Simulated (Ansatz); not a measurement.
Ansatz (an electronic-structure program) input (BHLYP/def2-TZVPD):

Ansatz 0.2 input:
```yaml
crystal:
  periodic: [false, false, false]
  atoms:
    - {symbol: Cr, position_ang: [0.30369030, -0.01882615, 0.39655692]}
    - {symbol: O, position_ang: [1.48621783, -0.74737731, -0.25419677]}
    - {symbol: O, position_ang: [-0.48533626, -1.02609328, 1.24242247]}
    - {symbol: Cl, position_ang: [-0.89974234, 0.86115249, -1.02489244]}
basis:
  gaussian:
    orbitals: def2-TZVPD
hamiltonian:
  xc: {name: BHLYP}
total_charge: 1
output: {forces: true}
```

End of the output:

```
integrals: 0.11 GiB planned
1295 factors; their error is unknown
mean field: 0.93 GiB planned
mean field evaluation 1: about -45001.7926 eV, gradient 1.2e2 eV
mean field evaluation 2: about -44564.6537 eV, gradient 5.4e2 eV
mean field evaluation 4: about -45022.6632 eV, gradient 3.7e1 eV
mean field evaluation 8: about -45024.5611 eV, gradient 2.7e-1 eV
mean field evaluation 16: about -45024.8053 eV, gradient 5.6e-3 eV
mean field -45024.80529689 eV, -1654.6310757515 hartree, gradient 2.2e-5 eV, S^2 0.000000; 0 other end points of the search recorded, 0 dependent functions left out
the calculation of the forces begins
reference -45024.80547252 eV, -1654.6310822058 hartree; 28, 28 occupied and 146, 146 virtual orbitals, 1295 factors
Total energy: -45024.80547252 eV, -1654.6310822058 hartree
Atom 0 at     0.303690    -0.018826     0.396557 Å, force     0.148946    -2.188489    -0.211351 eV/Å
Atom 1 at     1.486218    -0.747377    -0.254197 Å, force    -1.617300     1.006782     0.940687 eV/Å
Atom 2 at    -0.485336    -1.026093     1.242422 Å, force     1.125485     1.394525    -1.141378 eV/Å
Atom 3 at    -0.899742     0.861152    -1.024892 Å, force     0.342869    -0.212818     0.412041 eV/Å
Dipole moment:     0.209070     0.469217     0.362799 e Å
```
